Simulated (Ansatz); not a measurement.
Two isomers of C2H7NOSn: A = `C[O][SnH2][CH]=N`, B = `N=C(O)[CH2][SnH3]`.

Calculated with Ansatz (gas phase, PBE0-D4/def2-TZVP geometries, no zero-point term in ΔE). CCSD(T)/CBS adds triple-zeta CCSD(T) − MP2 to the extrapolated MP2 energy (def2 sets, frozen cores). DFT in def2-TZVPP. B3LYP here is the variant with VWN-RPA as its local correlation; programs differ in this. def2 core potentials past Kr. For Sn outer-core shells are correlated without core-valence functions, which leaves a few kJ/mol of doubt a bond. Each species was taken in one conformer, which may not be the lowest.

Q: Which is lower in electronic energy at CCSD(T)/CBS, and by how much? (Best estimate.)

A: The calculation gave: B, by 64.7 kJ/mol.

Q: Give E(B) − E(A) in kJ/mol with B3LYP-D4, LDA (SPW92), MP2/def2-TZVPP, BLYP-D4, PBE-D4, ωB97M-V, CCSD(T)/def2-TZVPP. (Best estimate.)

A: Computed: B3LYP-D4 -66.7, LDA (SPW92) -102.9, MP2/def2-TZVPP -77.6, BLYP-D4 -57.8, PBE-D4 -76.5, ωB97M-V -77.4, CCSD(T)/def2-TZVPP -71.3. None reverses the order clearly.

Q: Does the order hold for the free energy at 298.15 K (harmonic terms from PBE0-D4)? (Estimate.)

A: Ansatz gave: Yes: G(B) − G(A) = -63.6 kJ/mol, for one conformer each. Modes under 60 cm⁻¹, often nearly free rotors, make the harmonic entropy too high.

Largest T1 diagnostic: 0.014.

From r2SCAN to r2SCAN0 (25 % exact exchange), in def2-TZVPP and without D4, E(B) − E(A) moves by −7.4 kJ/mol. Leaving LDA and LC-ωPBE aside and taking each functional with its dispersion term where it has one, the values, not all of them listed here, spread over 28.3 kJ/mol, from r2SCAN0-D4 to BLYP-D4. LDA lies −27.9 kJ/mol from PBE without D4.
